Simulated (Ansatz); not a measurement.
The cluster LaCu4 (the lowest doublet isomer of a short search), 5 atoms. Hardware: 4 threads of Arm Neoverse V1 on a shared host.

In the def2 sets La takes a core potential; there is no spin–orbit coupling. Correlated methods freeze 36 core orbitals; core or outer-core shells of La are correlated, in sets that lack core-valence functions.

Q: How many basis functions does each of these Ansatz runs have, and roughly what does it cost? PBE-D4/def2-TZVP, charge 1 singlet at the geometry of the charge 0 doublet, energy, from earlier orbitals; r2SCAN-D4/def2-TZVPD, charge 0 doublet, energy, from earlier orbitals; PBE0-D4/def2-TZVP, charge 0 doublet, energy, from earlier orbitals; PBE-D4/def2-SVP, charge 0 doublet, energy, from earlier orbitals; PBE-D4/def2-TZVPD, charge -1 singlet at the geometry of the charge 0 doublet, energy, from earlier orbitals; MP2/def2-TZVP, charge 0 quartet, energy, from earlier orbitals; r2SCAN-D4/def2-TZVP, charge 0 doublet, energy and forces, from earlier orbitals; PBE0-D4/def2-TZVPD, charge -1 triplet at the geometry of the charge 0 doublet, energy; PBE-D4/def2-TZVP, charge 1 triplet at the geometry of the charge 0 doublet, energy, from earlier orbitals; PBE0-D4/def2-SVP, charge 0 quartet, energy with a search over starts; PBE0-D4/def2-SVP, charge 0 doublet, energy, from earlier orbitals; r2SCAN-D4/def2-TZVP, charge 0 quartet, energy, from earlier orbitals.

A: Other jobs shared the machine, so times can vary by a factor of up to 3. A dash marks memory too small to be measured apart from the calling script's.

| run | functions | fitting or Cholesky vectors | wall time | peak host memory (GiB) |
| --- | --- | --- | --- | --- |
| PBE-D4/def2-TZVP, charge 1 singlet at the geometry of the charge 0 doublet, energy, from earlier orbitals | 220 | 2130 | 6.5 s | – |
| PBE-D4/def2-TZVPD, charge -1 singlet at the geometry of the charge 0 doublet, energy, from earlier orbitals | 235 | 2212 | 8 s | – |
| PBE-D4/def2-SVP, charge 0 doublet, energy, from earlier orbitals | 156 | 1784 | 9 s | – |
| PBE-D4/def2-TZVP, charge 1 triplet at the geometry of the charge 0 doublet, energy, from earlier orbitals | 220 | 2130 | 15 s | 0.58 |
| PBE0-D4/def2-SVP, charge 0 doublet, energy, from earlier orbitals | 156 | 1695 | 22 s | 0.92 |
| MP2/def2-TZVP, charge 0 quartet, energy, from earlier orbitals | 220 | 2246 | 27 s | 1.3 |
| PBE0-D4/def2-TZVP, charge 0 doublet, energy, from earlier orbitals | 220 | 2246 | 28 s | 1.3 |
| PBE0-D4/def2-TZVPD, charge -1 triplet at the geometry of the charge 0 doublet, energy | 235 | 2276 | 40 s | 1.6 |
| r2SCAN-D4/def2-TZVPD, charge 0 doublet, energy, from earlier orbitals | 235 | 2212 | 42 s | 0.82 |
| r2SCAN-D4/def2-TZVP, charge 0 doublet, energy and forces, from earlier orbitals | 220 | 2130 | 45 s | 0.76 |
| PBE0-D4/def2-SVP, charge 0 quartet, energy with a search over starts | 156 | 1695 | 45 s | 1.1 |
| r2SCAN-D4/def2-TZVP, charge 0 quartet, energy, from earlier orbitals | 220 | 2130 | 87 s | 1.2 |
